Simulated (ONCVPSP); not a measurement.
**Ge: one change to an ONCV potential, before and after**

ONCVPSP 4.0.1 input, shortened (lines: element, Z, core and valence counts, functional; n l f; lmax; l rc ep ncon nbas qcut; lloc lpopt rc5 dvloc0; l nproj debl; icmod fcfact rcfact), PBE, scalar-relativistic:

```
  Ge 32.00    5    3        4      upf
    1    0    2.00
    2    0    2.00
    2    1    6.00
    3    0    2.00
    3    1    6.00
    3    2   10.00
    4    0    2.00
    4    1    2.00
    2
    0    1.50    0.00    4    8    3.50
    1    2.05    0.00    4    7    3.40
    2    1.25    0.00    3    7   12.70
    4    3    0.80    6.00
    0    2    0.90
    1    2    3.00
    2    1    0.30
    3    5.00    1.20
```

Change: p: debl 5.1.

Cutoffs: the cutoffs (Ha) at which the residual kinetic energy of the hardest occupied pseudo-wave falls to 1 and 0.1 mHa per electron; they do not see the model core or the augmentation charge, which bear on the density cutoff. Errors are all-electron minus pseudo energies relative to the spin-unpolarised reference configuration.

**Question.** How do hardness, ghosts and transferability respond?

**Answer.** The potential gets neither clearly harder nor softer (65 Ha and 72 Ha → 65 Ha and 72 Ha); the errors of the 4 common tests hardly move; neither file shows a bound ghost.

```tsv
quantity	base	changed
cutoff, loose	65 Ha	65 Ha
cutoff, tight	72 Ha	72 Ha
bound ghosts	none	none
GHOST(+) flags under 300 eV	s at 22.9 eV	s at 22.9 eV, p at 190.1 eV
error for 3d10 4s2 4p1, meV [ΔE 7.44 eV]	-1.0	-0.8
error for 3d10 4s2 4p0, meV [ΔE 22.88 eV]	-1.6	-1.5
error for 3d10 4s1 4p0, meV [ΔE 57.68 eV]	+27	+27
error for 3d9 4s2 4p3, meV [ΔE 29.63 eV]	-188	-189
s: phases at 1.52 bohr within 0.05 rad from the reference energy up to (Ha; the scan ends near 5)	0.8	0.8
p: phases at 2.08 bohr within 0.05 rad from the reference energy up to (Ha; the scan ends near 5)	3.7	3.7
d: phases at 1.27 bohr within 0.05 rad from the reference energy up to (Ha; the scan ends near 5)	0.9	0.9
rms error of d²Exc/dni dnj with the model core, mHa	3.63	3.63
```
